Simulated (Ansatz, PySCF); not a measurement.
Species: C$_{4}$H$_{8}$N, charge 0, multiplicity 2. It need not be the lowest isomer of its formula. 
Coordinates optimised at B3LYP-D3(BJ)/def2-TZVP (Ansatz, a quantum-chemistry and plane-wave program):
```
C
H 1 1.1038
N 1 1.4649 2 112.21
H 3 1.0144 1 110.03 2 72.67
H 3 1.0152 4 106.80 1 119.73
C 1 1.4978 2 112.14 3 132.61
H 6 1.0822 1 132.28 2 -73.79
C 6 1.4961 7 133.24 1 179.75
H 8 1.0951 6 116.22 7 -56.43
H 8 1.0965 9 106.99 6 -130.26
C 8 1.5590 9 115.70 10 -128.87
H 11 1.0882 8 113.26 9 -10.59
H 11 1.0893 12 109.76 1 129.51
```
Charge 0, spin multiplicity 2.

Dipole moments at this geometry, in debye (magnitudes).

```json
[
 {"level": "PBE/def2-TZVPD", "program": "Ansatz", "dipole (D)": "?"},
 {"level": "BLYP/def2-TZVPD", "program": "Ansatz", "dipole (D)": "1.12"},
 {"level": "revPBE/def2-TZVPD", "program": "Ansatz", "dipole (D)": "1.11"},
 {"level": "r2SCAN/def2-TZVPD", "program": "Ansatz", "dipole (D)": "1.15"},
 {"level": "B97M-V/def2-TZVPD", "program": "Ansatz", "dipole (D)": "1.12"},
 {"level": "PBE0/def2-TZVPD", "program": "Ansatz", "dipole (D)": "1.17"},
 {"level": "BHLYP/def2-TZVPD", "program": "Ansatz", "dipole (D)": "1.22"},
 {"level": "TPSSh/def2-TZVPD", "program": "PySCF", "dipole (D)": "1.15"},
 {"level": "r2SCANh/def2-TZVPD", "program": "Ansatz", "dipole (D)": "1.17"},
 {"level": "r2SCAN0/def2-TZVPD", "program": "Ansatz", "dipole (D)": "1.19"},
 {"level": "CAM-B3LYP/def2-TZVPD", "program": "Ansatz", "dipole (D)": "1.22"},
 {"level": "LC-wPBE/def2-TZVPD", "program": "Ansatz", "dipole (D)": "1.25"},
 {"level": "wB97M-V/def2-TZVPD", "program": "Ansatz", "dipole (D)": "1.19"},
 {"level": "CCSD(T)/aug-cc-pVDZ", "program": "Ansatz", "dipole (D)": "?"}
]
```

Question: Fill in the missing entries.

Answer: 
- PBE/def2-TZVPD, dipole (D): 1.12
- CCSD(T)/aug-cc-pVDZ, dipole (D): 1.19
